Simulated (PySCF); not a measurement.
A structure optimised at PBE0-D3(BJ)/def2-TZVPD, used in a PySCF frequency run:

```xyz
2

H      0.0000     0.0000    -0.3731
H      0.0000     0.0000     0.3731
```

Problem. Write its SMILES, formula and point group.

Solution. [H][H], H2, D∞h

Problem. What are its rotational constants (standard atomic weights)?

Solution. 1800.6 GHz (linear rotor, B only)
